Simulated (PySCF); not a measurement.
Structure problem from calculated spectra and properties.

Formula: C3H13FOSi4.

| Item | Value |
| --- | --- |
| NMR, other nuclei | isotropic shieldings of nuclei other than C and H, by class: 319 (1 O), 465 (1 F), 387 (1 Si), 392 (1 Si), 425 (1 Si), 433 (1 Si) ppm [GIAO PBE0/pcSseg-1] |
| 13C NMR | chemical shifts (computed TMS as zero) by class: 79.3 (1 C), 66.3 (1 C), 19.0 (1 C) ppm [GIAO PBE0/pcSseg-1] |
| 1H NMR | chemical shifts (computed TMS as zero) by class: 5.77 (1 H), 4.84 (3 H), 4.65 (1 H), 4.42 (1 H), 4.20 (1 H), 4.15 (1 H), 4.04 (1 H), 3.98 (1 H), 3.91 (1 H), 2.16 (1 H), 1.02 (1 H) ppm [GIAO PBE0/pcSseg-1] |
| Dipole | 2.88 D [PBE0/pcSseg-1] |
| Rotational structure | rotational constants A, B, C: 1.028, 0.654, 0.525 GHz [GFN2-xTB] |

The electronic properties come from PySCF, for the isolated species, density fitting. Levels stand in brackets. The structure is a single GFN2-xTB conformer in the gas phase; no vibrational or solvent corrections. GFN2-xTB frequencies show an imaginary mode (24i cm⁻¹), so this geometry is no minimum at that level. NMR values are class means; diastereotopic atoms form classes of their own.

Q: What is the compound? Reason from the data.

A: Numbering: `[F:1][C@@H:2]1[SiH2:3][SiH2:4][CH2:5][C@@H:6]([O:7][SiH3:8])[SiH2:9]1`. Its formula, C3H13FOSi4, gives 1 degree of unsaturation: 1 ring and 0 π bonds in the structure found. 3 carbons fall into 3 classes; from least to most shielded: sp3 C–F carbon [C2] (79.3 ppm), ring sp3 carbon bound to oxygen [C6] (66.3 ppm), ring sp3 carbon bound to silicon [C5] (19.0 ppm). Hydrogen classes from least to most shielded: 1 H on an sp3 C–F carbon, C2 (5.77 ppm), 3 H on an oxygen-bound silicon, Si8 (4.84 ppm), 1 H on an SiH2 silicon, Si9 (4.65 ppm), 1 H on an SiH2 silicon, Si3 (4.42 ppm), 1 H on an SiH2 silicon, Si3 (4.20 ppm), 1 H on an SiH2 silicon, Si9 (4.15 ppm), 1 H on an sp3 carbon bound to oxygen, C6 (4.04 ppm), 1 H on an SiH2 silicon, Si4 (3.98 ppm), 1 H on an SiH2 silicon, Si4 (3.91 ppm), 1 H on an sp3 carbon bound to silicon, C5 (2.16 ppm), 1 H on an sp3 carbon bound to silicon, C5 (1.02 ppm). The other shieldings belong to: 319 ppm, silyl ether oxygen [O7]; 465 ppm, alkyl fluorine [F1]; 387 ppm, oxygen-bound silicon [Si8]; 392 ppm, SiH2 silicon [Si9]; 425 ppm, SiH2 silicon [Si3]; 433 ppm, SiH2 silicon [Si4]. The optimised geometry has point group C1 and is an asymmetric top. Structure: `F[C@@H]1[SiH2][SiH2]C[C@@H](O[SiH3])[SiH2]1`. Computed isomers that give other values at the same levels: `CC(C)O[Si@@H]1[SiH2][SiH2][Si@@H]1F` (13C chemical shifts (computed TMS as zero) by class: 70.9 (1 C), 28.0 (1 C), 26.9 (1 C) ppm). The assignments are read from this structure; whether some other isomer fits the data as well wasn't checked. The mirror image fits equally.
